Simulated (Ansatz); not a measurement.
`N=C(F)CO` + `B[AsH2]` → `B[AsH]CO` + `N=CF`  (substitution at a C–C bond)

Program: Ansatz. Geometries: PBE0-D4/def2-TZVP. ΔE: electronic, gas phase. CCSD(T)/CBS is the MP2 limit (def2-TZVPP, def2-QZVPP) plus CCSD(T) − MP2 in def2-TZVPP, frozen cores. This one scheme is used for every species. Functionals use def2-TZVPP. HSE06 is defined as in plane-wave codes. For As outer-core shells are correlated without core-valence functions, which leaves a few kJ/mol of doubt a bond. Scalar relativity is left out up to krypton. One conformer a species, not always the lowest.

```json
{"level": "HSE06-D4", "ΔE (kJ/mol)": "31.4"}
{"level": "r2SCAN", "ΔE (kJ/mol)": "33.2"}
{"level": "SCS-MP2/def2-TZVPP", "ΔE (kJ/mol)": "23.4"}
{"level": "HF/CBS(def2)", "ΔE (kJ/mol)": "37.5"}
```

(1) What does CCSD(T)/CBS give? (Estimate.)

Largest T1 diagnostic among the species: 0.014.

Results:

(1) The calculation gave: +26.9 kJ/mol. The listed levels differ from it by 4.5, 6.3, -3.5, 10.6 kJ/mol.

Leaving LDA and LC-ωPBE aside and taking each functional with its dispersion term where it has one, the values, not all of them listed here, spread over 12.5 kJ/mol, from BLYP-D4 to B97M-V. LDA lies +11.9 kJ/mol from PBE without D4. In def2-TZVPP, CCSD(T) changes the Hartree–Fock value by −11.0 kJ/mol (the triples alone add −1.3 kJ/mol) and MP2 by −15.0 kJ/mol.
